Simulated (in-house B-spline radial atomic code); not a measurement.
Results of a calculation; reference values are marked as such.
## Two electrons in Si: a parabolic dot with ħω = 132 meV in all three directions with a doubly ionised double donor at its centre

For Si the NSM archive of the Ioffe Institute lists m_l = 0.98 m0, m_t = 0.19 m0 and ε = 11.7; the model takes one isotropic valley with the conductivity mass 3/(1/m_l + 2/m_t) = 0.26 m0, and so misses anisotropy and the other valleys. All triplets below are those of one valley; with several valleys two electrons can form a triplet in the 1s orbital itself, at an energy set by the valley splitting. Real donors also feel a central-cell potential, which shifts the ground state; some double donors stay shallow and helium-like, others are deep centres that this model can't describe.

Effective-mass model with parabolic bands, a uniform dielectric constant, no image charges, no central-cell or spin-orbit terms. Two-electron levels come from full CI in B-splines with partial waves to l = 5 (up to 0.001 effective hartree above the limit).

(1) What are the effective units, and what is the potential in them?

In these units the lowest s and p orbitals lie at -0.5876 and 3.8142, and their Coulomb and exchange integrals are J_ss = 1.7844, J_sp = 1.2515 and K_sp = 0.2006. Full CI gives 0.5110 for the ground singlet, 4.2550 for the sp triplet, 4.6036 for the sp singlet and 6.0651 for the lowest triplet of two s orbitals.

(2) What does it cost to add the second electron, to first order and exactly?

(3) How far above the singlet do the triplets lie?

Answers

(1) Ha* = 27211.386 meV × 0.26/11.7² = 51.68 meV and a* = 0.0529177 nm × 11.7/0.26 = 2.381 nm. The frequency is ω = 2.55 Ha*, with −2/r added.

(2) To first order E = 2ε_s + J_ss = 0.6093, so the charging energy E(2) − 2E(1) is J_ss = 92.23 meV. CI gives 0.5110 − 2 × (-0.5876) = 1.6862, or 87.15 meV: relaxation and correlation lower it by 5.076 meV, 5.5 % of J_ss. The s² configuration of one-electron orbitals holds 98.9 % of the state, and the mean radius is 1.3 nm.

(3) To first order the sp triplet lies at ε_s + ε_p + J_sp − K_sp = 4.2775, which is 189.6 meV above 2ε_s + J_ss. CI gives 4.2550 − (0.5110) = 3.7440, or 193.5 meV, 85 % of the orbital spacing of 227.5 meV. The ss triplet lies 287.1 meV up, so the lower of the two is the sp one, and its gap equals k_BT at 2250 K. The sp singlet-triplet splitting is 18.01 meV, against 2K_sp = 20.74 meV.
